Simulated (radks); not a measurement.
Species: Yb II. Configuration: [Kr] 4d10 4f14 5s1.5 5p6 6s1 7s0.5 (fractional occupations, a model configuration). Calculated with a radial shooting solver on a logarithmic mesh with Libxc functionals: scalar-relativistic Kohn-Sham, PBEsol, spin-polarised, spherical densities, point nucleus; open shells are filled with parallel spins first (spin-orbit coupling, left out, can overturn this in heavy ions). Some entries of the table are withheld. Estimate them.

| orbital | occ. | eigenvalue (Ry) | <r^2> (bohr^2) |
|---|---|---|---|
| 1s up | 1 | -4500.637 | 0.0005300 |
| 1s down | 1 | -4500.631 | 0.0005300 |
| 2s up | 1 | -763.2592 | 0.008213 |
| 2s down | 1 | -763.2558 | 0.008213 |
| 2p up | 3 | -672.8284 | 0.006716 |
| 2p down | 3 | -672.8250 | 0.006716 |
| 3s up | 1 | -172.6721 | 0.05372 |
| 3s down | 1 | -172.6696 | 0.05372 |
| 3p up | 3 | -145.4180 | 0.05423 |
| 3p down | 3 | -145.4154 | 0.05423 |
| 3d up | 5 | -112.2388 | 0.04511 |
| 3d down | 5 | -112.2361 | 0.04511 |
| 4s up | 1 | -34.64178 | 0.2691 |
| 4s down | 1 | -34.63723 | 0.2690 |
| 4p up | 3 | -25.69972 | 0.3062 |
| 4p down | 3 | -25.69422 | 0.3060 |
| 4d up | 5 | -13.93667 | 0.3652 |
| 4d down | 5 | -13.92847 | 0.3648 |
| 5s up | 1 | -4.92116 | 1.626 |
| 5s down | 0.5 | -4.88064 | 1.625 |
| 5p up | 3 | -2.87264 | 2.325 |
| 5p down | 3 | -2.83015 | 2.312 |
| 4f up | 7 | (1) | (2) |
| 4f down | 7 | (3) | (4) |
| 6s up | 1 | -0.86308 | 12.17 |
| 6s down | 0 | -0.77714 | 12.01 |
| 6p up | 0 | -0.53311 | 20.90 |
| 7s up | 0.5 | -0.30726 | (5) |

Answer. 
(1) 4f up eigenvalue (Ry): -1.09398
(2) 4f up <r^2> (bohr^2): 0.8149
(3) 4f down eigenvalue (Ry): -1.07533
(4) 4f down <r^2> (bohr^2): 0.7979
(5) 7s up <r^2> (bohr^2): 63.18
